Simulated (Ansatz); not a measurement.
Geometry optimisation, RKS PBE-D4/def2-SVP (Ansatz 0.2.0).

Input file:

```yaml
crystal:
  periodic: [false, false, false]
  atoms:
    - { symbol: B, position_ang: [-1.2283, 1.3335, 0.949] }
    - { symbol: Si, position_ang: [-0.2103, 0.2095, -0.1831] }
    - { symbol: O, position_ang: [-1.1232, -0.1858, -1.6122] }
    - { symbol: Si, position_ang: [0.3609, -1.6393, 0.9426] }
    - { symbol: P, position_ang: [1.6639, 1.2401, -0.7569] }
    - { symbol: H, position_ang: [-1.5625, 1.0616, 2.0325] }
    - { symbol: H, position_ang: [-1.6104, 2.4261, 0.527] }
    - { symbol: H, position_ang: [-0.445, -0.7562, -2.1236] }
    - { symbol: H, position_ang: [1.1055, -2.5136, 0.1385] }
    - { symbol: H, position_ang: [1.0429, -1.2964, 2.1818] }
    - { symbol: H, position_ang: [-0.9682, -2.3361, 1.3423] }
    - { symbol: H, position_ang: [2.0431, 0.2658, -1.7223] }
    - { symbol: H, position_ang: [0.952, 2.1562, -1.7009] }
basis:
  gaussian: { orbitals: def2-SVP }
hamiltonian:
  xc: pbe
  dispersion: d4
relax:
  f_tol: 0.015
  max_steps: 40
```

Run as:

```bash
$ ansatz run input.yaml --threads 2 --pin off --max-ram 3072MiB --backend cpu --events-out ev --progress --plain --runs-dir out
```

Problem. Where does it end, and by what steps?

Solution. The forces met the threshold. The force dipped under the threshold on the way, but the program's further checks kept it going. After 19 steps the energy has fallen by 0.810 eV; H7 moved furthest, 1.21 Å.

| step | energy less start (eV) | largest force component (eV/Å) | accepted |
| --- | --- | --- | --- |
| 0 | 0.0000 | 2.128 | yes |
| 1 | -0.5512 | 1.204 | yes |
| 2 | -0.6144 | 1.110 | yes |
| 3 | -0.7116 | 0.426 | yes |
| 4 | -0.7307 | 0.555 | yes |
| 5 | -0.7769 | 0.235 | yes |
| 6 | -0.7905 | 0.118 | yes |
| 7 | -0.7632 | 0.342 | no |
| 8 | -0.7952 | 0.040 | yes |
| 9 | -0.8000 | 0.034 | yes |
| 10 | -0.8041 | 0.138 | yes |
| 11 | -0.7987 | 0.384 | no |
| 12 | -0.8063 | 0.078 | yes |
| 13 | -0.8085 | 0.033 | yes |
| 14 | -0.8095 | 0.139 | yes |
| 15 | -0.8093 | 0.091 | no |
| 16 | -0.8101 | 0.035 | yes |
| 17 | -0.8102 | 0.024 | yes |
| 18 | -0.8103 | 0.004 | yes |
| 19 | -0.8104 | 0.004 | yes |

```xyz
13
Properties=species:S:1:pos:R:3
B -1.340 1.419 0.915
Si -0.266 0.282 -0.303
O -1.093 -0.129 -1.726
Si 0.243 -1.673 0.952
P 1.805 1.228 -0.607
H -0.801 1.837 1.923
H -2.520 1.655 0.743
H -0.614 -0.751 -2.301
H 1.082 -2.585 0.090
H 1.020 -1.338 2.196
H -1.005 -2.422 1.337
H 2.177 0.268 -1.618
H 1.333 2.175 -1.588
```

Whether the end is a true minimum wasn't checked by a vibrational analysis.

The run took 64 s on 2 threads of Arm Neoverse V1 (shared host), peak memory 0.17 GiB.
